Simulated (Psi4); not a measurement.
BN, triplet, geometry from GFN2-xTB. Base run: HF/aug-cc-pVDZ run with Psi4.

Input for Psi4:
```
memory 2 GB

molecule {
0 3
B    -0.00000000   -0.00000000   -0.73991806
N     0.00000000    0.00000000    0.52851290
}

set {
  basis aug-cc-pvdz
  reference uhf
  stability_analysis check
  scf_type pk
}

energy('scf')
print_variables()
```

The bond that is stretched is that between atoms 2 and 1. A test that says stable can miss a lower solution.

Each row names what was changed in the base input (with any setting that the change needs).

```csv
change,ΔE vs base (eV),<S^2>,outcome
base,0.00,2.032,converged
stability_analysis = follow; reference = uhf,0.00,2.032,converged
bond × 1.25,1.56,2.118,converged
stability_analysis = follow; reference = uhf; bond × 1.25,1.45,2.547,converged
bond × 1.5,-,-,not converged
stability_analysis = follow; reference = uhf; bond × 1.5,-,-,not converged
bond × 1.8,-,-,not converged
stability_analysis = follow; reference = uhf; bond × 1.8,-,-,not converged
bond × 2.2,5.93,2.160,converged
stability_analysis = follow; reference = uhf; bond × 2.2,2.19,3.030,converged
bond × 3.0,7.92,2.050,converged
stability_analysis = follow; reference = uhf; bond × 3.0,5.80,2.016,converged
```

Psi4 reported an instability in these rows: bond × 1.25; stability_analysis = follow; reference = uhf; bond × 1.25; bond × 2.2; stability_analysis = follow; reference = uhf; bond × 2.2; bond × 3.0; stability_analysis = follow; reference = uhf; bond × 3.0 (restricted rows aren't judged here).

On stretching, the SCF can end on different states; <S^2> shows the spin contamination of each.
